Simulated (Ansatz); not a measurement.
Stepwise reaction of `N[Si](O)(Cl)Cl` with ammonia, as a gas-phase model of exchange steps in deposition or etching. ΔE in kJ/mol.

Isolated molecules relaxed with PBE0-D4/def2-TZVP in Ansatz; ΔE leaves out vibrations. CCSD(T)/CBS adds triple-zeta CCSD(T) − MP2 to the extrapolated MP2 energy (def2 sets, frozen cores). This one scheme is used for every species. DFT in def2-TZVPP. B3LYP here is the variant with VWN-RPA as its local correlation; programs differ in this. Each species was taken in one conformer, which may not be the lowest.

| step | reaction | PBE-D4 | B3LYP-D4 | ωB97M-V | CCSD(T)/CBS |
| --- | --- | --- | --- | --- | --- |
| 1 | `N[Si](O)(Cl)Cl` + NH₃ → `N[Si](N)(O)Cl` + HCl | 31.2 | 26.0 | 27.0 | 26.6 |

Question: Give the row of step 2, `N[Si](N)(O)Cl` + NH₃ → `N[Si](N)(N)O` + HCl. (An estimate is asked.)

Answer: Computed: 
```tsv
step	reaction	PBE-D4	B3LYP-D4	ωB97M-V	CCSD(T)/CBS
2	`N[Si](N)(O)Cl` + NH₃ → `N[Si](N)(N)O` + HCl	53.8	49.8	50.2	48.1
```

Question: By hand: ΔE of the 2 steps together at CCSD(T)/CBS.

Answer: (26.6) + (48.1) = 74.7 kJ/mol, or 37.4 kJ/mol a step.

In ΔE each step is higher than the one before. All are uphill at CCSD(T)/CBS. PBE-D4 differs from CCSD(T)/CBS by 4.6 to 5.7 kJ/mol a step. Only this route is followed, and other bonds may react first. Isolated molecules leave out the surface, adducts and barriers. Largest T1 diagnostic: 0.010.
